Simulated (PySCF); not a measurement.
**Assigning NMR signals**

Cartesian coordinates in Å; atom numbers follow the order of the lines, from 1:
```xyz
17

C    -1.6228    1.5327    0.7812
B    -0.7827    0.2716    0.3435
C    -1.4705   -1.0056   -0.2547
N     0.6427    0.3465    0.5124
C     1.6129   -0.6020    0.2073
C     3.0266   -0.1685    0.5266
O     1.3564   -1.6809   -0.2696
H    -2.4062    1.2314    1.4972
H    -1.0463    2.3585    1.2271
H    -2.1660    1.9287   -0.0946
H    -2.5632   -0.9054   -0.3271
H    -1.2281   -1.8926    0.3532
H    -1.0591   -1.2392   -1.2498
H     1.0150    1.2034    0.9079
H     3.2865    0.7492   -0.0240
H     3.7180   -0.9706    0.2458
H     3.1327    0.0464    1.6016
```

PySCF 2.14.0 with density-fitted response routines calculation with spin–spin couplings from B3LYP/pcJ-1 (spin–dipole term only in couplings to heteroatoms), shielding tensors at HF/pcSseg-1 (GIAO) and PBE0-D3(BJ)/def2-SVP geometry; no solvent, no relativistic terms, equivalent nuclei averaged, a single conformation.

References, each an isolated molecule treated in the same way: ¹³C (190.85 ppm) and ¹H (31.69 ppm) vs TMS.

Q: Assign these signals to the numbered atoms. ¹³C{¹H} NMR (computed): δ 179.4 (C), 25.6 (CH3), 8.5 (CH3).

A: 
| δ (ppm) | atoms | environment | reason |
| --- | --- | --- | --- |
| 179.4 | C5 | amide carbonyl carbon | lone-pair donation from the attached heteroatom keeps it upfield of a ketone carbonyl |
| 25.6 | C6 | methyl carbon α to a carbonyl | the adjacent C=O deshields it moderately |
| 8.5 | C1/C3 | methyl carbon bonded to B | – |

Q: Assign these signals to the numbered atoms. ¹H NMR (600 MHz, computed): δ 5.59 (br s, 1H), 1.99 (s, 3H), 0.68 (s, 6H).

A: 
| δ (ppm) | atoms | environment | reason |
| --- | --- | --- | --- |
| 5.59 | H14 | hydrogen on an amide-type nitrogen | labile proton, position sensitive to the medium |
| 1.99 | H15/H16/H17 | hydrogen on a methyl carbon α to a carbonyl | α to C=O |
| 0.68 | H8/H9/H10/H11/H12/H13 | hydrogen on a methyl carbon bonded to B | – |

Exchangeable OH/NH protons stand at their gas-phase positions; hydrogen bonding in a real sample shifts them, mostly to higher δ. A carbon bonded to boron is broadened by the quadrupolar boron nucleus and is often missing from a measured spectrum. Shifts are as computed. Against solution values, carbons near 30 ppm lie about -0 ppm off and those near 130 ppm about +7 ppm. Of 1211 compounds with measured shifts, 218 miss one by over three times the rms of a fit or turn the order of signals round; such compounds aren't used in these exercises. The C=O carbon of an acid or of an amide with N–H lies up to 10 ppm further downfield in solution, through hydrogen bonding that the calculation lacks.
